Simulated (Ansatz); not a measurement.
```yaml
crystal:
  periodic: [false, false, false]
  atoms:
    - {symbol: Cs, position_ang: [3.872309, 1.006235, -4.486873]}
    - {symbol: Cs, position_ang: [-5.963724, 0.201433, -0.737924]}
    - {symbol: Cs, position_ang: [2.162899, -1.248605, 5.399733]}
    - {symbol: Br, position_ang: [-0.011778, 4.597837, 0.958042]}
    - {symbol: Br, position_ang: [-0.059729, -4.556901, -1.132977]}
basis:
  gaussian: {orbitals: def2-mTZVPP, fitting: {mean_field: def2-universal-jkfit}, final_grid: {core_spheres: 8, valence_spheres: 7, degree: 23}}
magnetization: {spin_polarized: true, initial_magnetization: 1}
hamiltonian: {xc: {name: B97}}
scf: {lower_state_search: off}
output: {forces: true}
```

```sh
$ ansatz run in.yaml --threads 4 --pin off --events-out ev --progress --plain --max-ram 4787MiB
```

It prints (some lines left out):

```
Functional definition: B97
922 factors; integrals over basis functions are off by at most 1.1e-1 eV
mean field evaluation 1: about -141728.5947 eV, gradient 1.9e1 eV
mean field evaluation 2: about -141536.9275 eV, gradient 7.5e1 eV
mean field evaluation 4: about -141731.2751 eV, gradient 6.0e0 eV
mean field evaluation 8: about -141731.2750 eV, gradient 6.0e0 eV
mean field evaluation 16: about -141731.7099 eV, gradient 4.0e-5 eV
mean field -141731.70985103 eV, -5208.5442678218 hartree, gradient 1.5e-6 eV, S^2 0.754102; 0 other end points of the search recorded, 0 dependent functions left out
reference -141731.70992603 eV, -5208.5442705783 hartree; 49, 48 occupied and 110, 111 virtual orbitals, 922 factors
Total energy: -141731.70992603 eV, -5208.5442705783 hartree
Atom 0 at     3.872309     1.006235    -4.486873 Å, force    -0.131670    -0.032499     0.145576 eV/Å
Atom 1 at    -5.963724     0.201433    -0.737924 Å, force     0.197956    -0.005544     0.019999 eV/Å
Atom 2 at     2.162899    -1.248605     5.399733 Å, force    -0.067386     0.038636    -0.168183 eV/Å
Atom 3 at    -0.011778     4.597837     0.958042 Å, force    -0.000500    -0.185334    -0.041176 eV/Å
Atom 4 at    -0.059729    -4.556901    -1.132977 Å, force     0.001600     0.184741     0.043783 eV/Å
Dipole moment:     0.028338    -0.016778     0.069076 e Å
Checks for a lower state left out: stability, starts, cluster_reference, orbital_swaps, neighbouring_geometries, increment
```

(1) What is wrong with this run?

Answers

(1) The geometry is stretched to more than twice its size. The run converged. The result belongs to that input, not to the species as meant.
